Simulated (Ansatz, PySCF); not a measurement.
The pair A = H2S (SMILES S) (first 3 atoms), B = CH4O (SMILES CO); geometry from B3LYP-D3(BJ)/def2-TZVP.
(charge 0, multiplicity 1):
```xyz
9

S      0.08036     1.49549    -0.19621
H      1.29802     0.93040    -0.21269
H     -0.53190     0.32486    -0.43573
C      0.15893     0.10525     3.25805
O      0.24637    -0.55573     4.51386
H     -0.85753     0.44583     3.03542
H      0.44895    -0.61924     2.49882
H      0.83665     0.96251     3.18970
H     -0.00656     0.06338     5.20549
```

Cores are frozen in the correlated methods. CBS(a, b) extrapolates the correlation energy as X⁻³ and adds the Hartree–Fock energy of set b. MP2 and its Hartree–Fock in aug-cc-pV(T+d)Z are density fitted.

Run with Ansatz (Gaussian orbitals); PySCF for the dispersion terms. Each number belongs to the level named beside it.

The monomers are drawn apart, rigid, along the line of their centres of mass. Counterpoise-corrected interaction energies (kcal/mol):

```csv
level,R = 5.928 Å,R = 7.418 Å
PBE/def2-TZVPPD,-0.2030,-0.0606
PBE-D3(BJ)/def2-TZVPPD,-0.3455,-0.0921
wB97M-V/def2-TZVPPD,-0.2902,-0.0920
"MP2/CBS(aug-cc-pV(D+d)Z, aug-cc-pV(T+d)Z) + ΔCCSD(T)/aug-cc-pV(D+d)Z",-0.2856,-0.0911
```

Question: R is the distance of the centres of mass. Find the local exponent m of E ∝ R⁻ᵐ between the two points.

Answer: 
m = ln(E₁/E₂)/ln(R₂/R₁): PBE/def2-TZVPPD 5.4; PBE-D3(BJ)/def2-TZVPPD 5.9; wB97M-V/def2-TZVPPD 5.1; MP2/CBS(aug-cc-pV(D+d)Z, aug-cc-pV(T+d)Z) + ΔCCSD(T)/aug-cc-pV(D+d)Z 5.1. For scale, two fixed dipoles give m = 3, dipole and quadrupole 4, quadrupoles 5, and dispersion or dipole-induced dipole 6 at long range; at these distances several terms mix, and what is left of overlap and damping shifts m, so it need not match one of them.

Ansatz is a quantum-chemistry and plane-wave program.
